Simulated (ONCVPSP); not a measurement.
## lead (Pb) ONCV: all-electron and pseudo phase curves

```
Element                 : lead (Pb)
Generator               : ONCVPSP 4.0.1
Type                    : optimised norm-conserving Vanderbilt (ONCV)
Functional              : PBE
Relativity              : scalar-relativistic
Frozen core             : [Xe] 4f14
Valence charge          : 14
Reference configuration : 5d10 6s2 6p1.5 (charge +0.5)
Partial waves           : 6s: rc 1.75 bohr, ncon 4, nbas 7, qcut 3 1/bohr, 2 projectors, debl 4 Ha; 6p: rc 2.55 bohr, ncon 4, nbas 7, qcut 3.1 1/bohr, 2 projectors, debl 1.8 Ha; 5d: rc 1.85 bohr, ncon 5, nbas 9, qcut 6.7 1/bohr, 2 projectors, debl 1.6 Ha
Local potential         : polynomial inside 1.60 bohr (lpopt 5, dvloc0 0 Ha)
Core correction         : Teter function, fcfact 1.75, rcfact 1
```

The phase is arctan(r·R′/R) of the radial function R(r), unwrapped; energies in Ha, scanned from -2 to 5 Ha. A pole is an energy at which the radial function vanishes at the test radius. The pseudo phase is shifted by a multiple of π to meet the all-electron one at the reference energy, and phase errors are pseudo minus all-electron; the curves can meet again beyond the range given. Levels narrower than the energy grid can be missing from the lists of poles.

For each channel, where are the poles, and over which energies does the pseudopotential scatter like the atom?

```csv
channel,radius (bohr),reference energy (Ha),"poles, all-electron","poles, pseudo",unbroken range about the reference energy with phases within 0.05 rad,phase error 1 Ha above the reference energy (rad)
s,1.77,-0.57,3.25,"0.89, 3.25",below 0.8,-0.017
p,2.58,-0.24,0.99,"0.99, 1.96",below 1.9,-0.001
d,1.88,-0.91,-0.40,-0.40,the whole range,-0.000
```

Note: no bound ghost flagged; GHOST(+) flagged for s at 24.7 eV, p at 52.9 eV.

Phases in the d channel:

```json
{"E (Ha)": "-1.98", "all-electron": "0.965", "pseudo": "0.965"}
{"E (Ha)": "-1.80", "all-electron": "0.827", "pseudo": "0.827"}
{"E (Ha)": "-1.62", "all-electron": "0.583", "pseudo": "0.583"}
{"E (Ha)": "-1.44", "all-electron": "0.128", "pseudo": "0.128"}
{"E (Ha)": "-1.26", "all-electron": "-0.518", "pseudo": "-0.518"}
{"E (Ha)": "-1.08", "all-electron": "-1.002", "pseudo": "-1.002"}
{"E (Ha)": "-0.90", "all-electron": "-1.265", "pseudo": "-1.265"}
{"E (Ha)": "-0.72", "all-electron": "-1.416", "pseudo": "-1.416"}
{"E (Ha)": "-0.54", "all-electron": "-1.513", "pseudo": "-1.513"}
{"E (Ha)": "-0.36", "all-electron": "-1.584", "pseudo": "-1.584"}
{"E (Ha)": "-0.18", "all-electron": "-1.639", "pseudo": "-1.639"}
{"E (Ha)": "0.00", "all-electron": "-1.687", "pseudo": "-1.687"}
{"E (Ha)": "0.18", "all-electron": "-1.731", "pseudo": "-1.731"}
{"E (Ha)": "0.36", "all-electron": "-1.774", "pseudo": "-1.774"}
{"E (Ha)": "0.54", "all-electron": "-1.818", "pseudo": "-1.818"}
{"E (Ha)": "0.72", "all-electron": "-1.866", "pseudo": "-1.866"}
{"E (Ha)": "0.90", "all-electron": "-1.921", "pseudo": "-1.921"}
{"E (Ha)": "1.08", "all-electron": "-1.986", "pseudo": "-1.986"}
{"E (Ha)": "1.26", "all-electron": "-2.069", "pseudo": "-2.069"}
{"E (Ha)": "1.44", "all-electron": "-2.178", "pseudo": "-2.178"}
{"E (Ha)": "1.62", "all-electron": "-2.328", "pseudo": "-2.328"}
{"E (Ha)": "1.80", "all-electron": "-2.539", "pseudo": "-2.539"}
{"E (Ha)": "1.98", "all-electron": "-2.831", "pseudo": "-2.832"}
{"E (Ha)": "2.16", "all-electron": "-3.191", "pseudo": "-3.191"}
{"E (Ha)": "2.34", "all-electron": "-3.544", "pseudo": "-3.545"}
{"E (Ha)": "2.52", "all-electron": "-3.824", "pseudo": "-3.825"}
{"E (Ha)": "2.70", "all-electron": "-4.024", "pseudo": "-4.025"}
{"E (Ha)": "2.88", "all-electron": "-4.165", "pseudo": "-4.165"}
{"E (Ha)": "3.06", "all-electron": "-4.266", "pseudo": "-4.266"}
{"E (Ha)": "3.24", "all-electron": "-4.341", "pseudo": "-4.341"}
{"E (Ha)": "3.42", "all-electron": "-4.399", "pseudo": "-4.399"}
{"E (Ha)": "3.60", "all-electron": "-4.444", "pseudo": "-4.445"}
{"E (Ha)": "3.78", "all-electron": "-4.482", "pseudo": "-4.483"}
{"E (Ha)": "3.96", "all-electron": "-4.513", "pseudo": "-4.514"}
{"E (Ha)": "4.14", "all-electron": "-4.539", "pseudo": "-4.540"}
{"E (Ha)": "4.32", "all-electron": "-4.562", "pseudo": "-4.563"}
{"E (Ha)": "4.50", "all-electron": "-4.582", "pseudo": "-4.583"}
{"E (Ha)": "4.68", "all-electron": "-4.599", "pseudo": "-4.600"}
{"E (Ha)": "4.86", "all-electron": "-4.615", "pseudo": "-4.616"}
```
